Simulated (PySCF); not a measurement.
```xyz
20

C     -2.4712     0.6088     0.0002
C     -1.3833     0.0897     0.9483
Si     0.3388    -0.1173     0.1295
Si     1.1295     1.9354    -0.7089
Si     1.9144    -0.9230     1.6794
Si     0.2444    -1.6383    -1.6649
H     -3.4473     0.7118     0.5182
H     -2.2108     1.6036    -0.4168
H     -2.6238    -0.0739    -0.8613
H     -1.6659    -0.8982     1.3728
H     -1.2546     0.7725     1.8161
H      1.1912     2.9683     0.3881
H      2.5132     1.7619    -1.2781
H      0.2343     2.4643    -1.8005
H      3.2605    -1.0786     1.0223
H      2.0571     0.0294     2.8394
H      1.4910    -2.2640     2.2228
H     -0.2901    -2.9707    -1.2030
H     -0.6496    -1.1320    -2.7681
H      1.6222    -1.8498    -2.2356
```

Charge 0, multiplicity 1.

Give the Mulliken and meta-Löwdin atomic charges from PBE-D3(BJ)/def2-TZVP // PBE-D3(BJ)/def2-SVP run with PySCF.


```json
[
 {"atom": "C1", "Mulliken (e)": "-0.37", "meta-Löwdin (e)": "-0.33"},
 {"atom": "C2", "Mulliken (e)": "-0.28", "meta-Löwdin (e)": "-0.39"},
 {"atom": "Si3", "Mulliken (e)": "0.13", "meta-Löwdin (e)": "0.18"},
 {"atom": "Si4", "Mulliken (e)": "-0.01", "meta-Löwdin (e)": "0.16"},
 {"atom": "Si5", "Mulliken (e)": "-0.01", "meta-Löwdin (e)": "0.16"},
 {"atom": "Si6", "Mulliken (e)": "-0.01", "meta-Löwdin (e)": "0.16"},
 {"atom": "H7", "Mulliken (e)": "0.13", "meta-Löwdin (e)": "0.12"},
 {"atom": "H8", "Mulliken (e)": "0.13", "meta-Löwdin (e)": "0.11"},
 {"atom": "H9", "Mulliken (e)": "0.13", "meta-Löwdin (e)": "0.11"},
 {"atom": "H10", "Mulliken (e)": "0.12", "meta-Löwdin (e)": "0.12"},
 {"atom": "H11", "Mulliken (e)": "0.12", "meta-Löwdin (e)": "0.12"},
 {"atom": "H12", "Mulliken (e)": "-0.01", "meta-Löwdin (e)": "-0.06"},
 {"atom": "H13", "Mulliken (e)": "-0.01", "meta-Löwdin (e)": "-0.06"},
 {"atom": "H14", "Mulliken (e)": "-0.01", "meta-Löwdin (e)": "-0.06"},
 {"atom": "H15", "Mulliken (e)": "-0.01", "meta-Löwdin (e)": "-0.06"},
 {"atom": "H16", "Mulliken (e)": "-0.01", "meta-Löwdin (e)": "-0.06"},
 {"atom": "H17", "Mulliken (e)": "-0.01", "meta-Löwdin (e)": "-0.06"},
 {"atom": "H18", "Mulliken (e)": "-0.01", "meta-Löwdin (e)": "-0.06"},
 {"atom": "H19", "Mulliken (e)": "-0.01", "meta-Löwdin (e)": "-0.06"},
 {"atom": "H20", "Mulliken (e)": "-0.01", "meta-Löwdin (e)": "-0.06"}
]
```
